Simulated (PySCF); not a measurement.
# A small calculation by hand: dipole moment from atomic charges

Mg(H)(GeH3) (GeH4Mg), SMILES [MgH][GeH3]. Atoms are numbered in the order given.

```xyz
6

Mg     0.0000     0.0000    -1.8911
H      0.0000     0.0000    -3.5906
Ge     0.0000     0.0000     0.6970
H      1.2266     0.7082     1.3263
H     -1.2266     0.7082     1.3263
H      0.0000    -1.4164     1.3263
```
Charge 0, spin multiplicity 1.

Geometry: B3LYP-D3(BJ)/def2-TZVP.

Charges (e) from B3LYP/def2-TZVPD run with PySCF:

```json
[
 {"atom": "Mg1", "IAO": "1.183", "ESP fit": "0.735"},
 {"atom": "H2", "IAO": "-0.561", "ESP fit": "-0.404"},
 {"atom": "Ge3", "IAO": "-0.394", "ESP fit": "-0.253"},
 {"atom": "H4", "IAO": "-0.076", "ESP fit": "-0.025"},
 {"atom": "H5", "IAO": "-0.076", "ESP fit": "-0.025"},
 {"atom": "H6", "IAO": "-0.076", "ESP fit": "-0.027"}
]
```

The dipole moment of the full density is 0.81 D.

Problem. What dipole moment does each set of point charges give, and which comes closer to that of the density?

Solution. 
μ = Σ q r, and 1 e Å = 4.8032 D.
IAO: Σ q r = (0.000, 0.000, -0.800) e Å, |μ| = 3.84 D.
ESP fit: Σ q r = (0.000, 0.003, -0.218) e Å, |μ| = 1.05 D.
ESP fit comes closer in size. Point charges leave out the atoms' own dipoles (lone pairs, polarised bonds); fits to the potential absorb them, partitions of the density don't.
